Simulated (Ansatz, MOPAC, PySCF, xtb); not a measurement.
C2H3N (SMILES CC#N) and CH5N (SMILES CN) are pulled apart as rigid monomers along the line of their centres of mass, from the B3LYP-D3(BJ)/def2-TZVP minimum. Starting geometry (charge 0, multiplicity 1):
```xyz
13

C      0.193     1.302     0.163
C     -0.637     0.109     0.142
N     -1.293    -0.836     0.162
H     -0.289     2.106    -0.394
H      0.324     1.602     1.205
H      1.164     1.094    -0.287
C      0.647    -0.553     3.537
N     -0.361     0.490     3.332
H      1.570    -0.098     3.901
H      0.866    -1.029     2.581
H      0.355    -1.340     4.243
H     -0.606     0.929     4.211
H     -1.209     0.083     2.955
```

Interaction energies with rigid monomers; basis-set methods are counterpoise corrected unless marked otherwise.

Rows in 6-31G* carry no dispersion term and start afresh at each structure (6-31G* with six Cartesian d functions). MP2/6-31G* freezes PySCF's default core. The state that PM6 reach isn't checked.

Programs: Ansatz (a program for electronic structure) with Gaussian orbitals; MOPAC for PM6 (differences of heats of formation); PySCF for 6-31G* rows; xtb for the GFN methods. Each number belongs to the level named beside it.

| H5···N8 (Å) | PM6 (kJ/mol) | GFN1-xTB (kJ/mol) | GFN2-xTB (kJ/mol) | B3LYP/def2-TZVPPD (kJ/mol) | MP2/6-31G* (no counterpoise) (kJ/mol) |
|---|---|---|---|---|---|
| 2.30 | -10.6 | -13.0 | -14.8 | -4.5 | -20.2 |
| 2.50 | -13.4 | ? | -15.9 | -10.4 | -23.2 |
| 2.81 | -11.5 | -9.8 | -13.5 | -10.9 | -20.2 |
| 3.36 | -7.0 | -4.9 | ? | -7.2 | -11.9 |
| 4.28 | -3.6 | -2.0 | -4.0 | -3.5 | -4.3 |

Question: Fill in the missing entries.

Answer: 
- 3.36, GFN2-xTB (kJ/mol): -8.6
- 2.50, GFN1-xTB (kJ/mol): -13.3
